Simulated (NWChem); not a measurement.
silanone (SiH2O); SMILES O=[SiH2]

Program: NWChem. The geometry was optimised at PBE0/def2-SVP. Ions are spin-unrestricted doublets at the neutral geometry; other ion states weren't tried.

| level | basis functions | vertical ionisation energy, ΔSCF (eV) | −ε(HOMO) (eV) | ΔSCF minus −ε(HOMO) (eV) | relative time |
|---|---|---|---|---|---|
| CAM-B3LYP/STO-3G | 16 | 6.85 | 5.09 | 1.76 | 1 |
| CAM-B3LYP/def2-SVP | 42 | 10.61 | 9.45 | 1.16 | 4 |
| CAM-B3LYP/def2-SVPD | 63 | 10.79 | 9.73 | 1.06 | 10 |
| CAM-B3LYP/def2-TZVP | 80 | 10.73 | 9.68 | 1.05 | 30 |
| CAM-B3LYP/def2-TZVPD | 101 | 10.75 | 9.72 | 1.03 | 70 |
| CAM-B3LYP/def2-TZVPP | 101 | 10.74 | 9.68 | 1.06 | 30 |

Times are rough ratios from one shared machine.
